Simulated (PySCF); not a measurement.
Te(OMe)2 (C2H6O2Te), SMILES CO[Te]OC.

Geometry optimised at PBE0-D3(BJ)/def2-SVP. The def2 effective core potentials stand for the cores of Te; spin–orbit coupling is left out. Other conformers were not sampled.

All values below come from M06-2X/def2-TZVP (PySCF).

The molecule is in vacuum.

```
Item                                                                                                           Result
---------------------------------------------------------------------------------------------  ----------------------
total energy                                                                                       -498.17079 hartree
point group                                                                                                        C2
highest occupied level                                                                                       -7.39 eV
lowest empty level                                                                                           -0.77 eV
orbital gap                                                                                                   6.62 eV
dipole moment                                                                                                  0.44 D
quadrupole, principal values (traceless, Buckingham form, about the centre of nuclear charge)   -9.36, 4.55, 4.81 D·Å
mean static polarisability                                                                      68.1 bohr³ (10.10 Å³)
polarisability, principal values                                                               53.4, 70.1, 80.9 bohr³
```
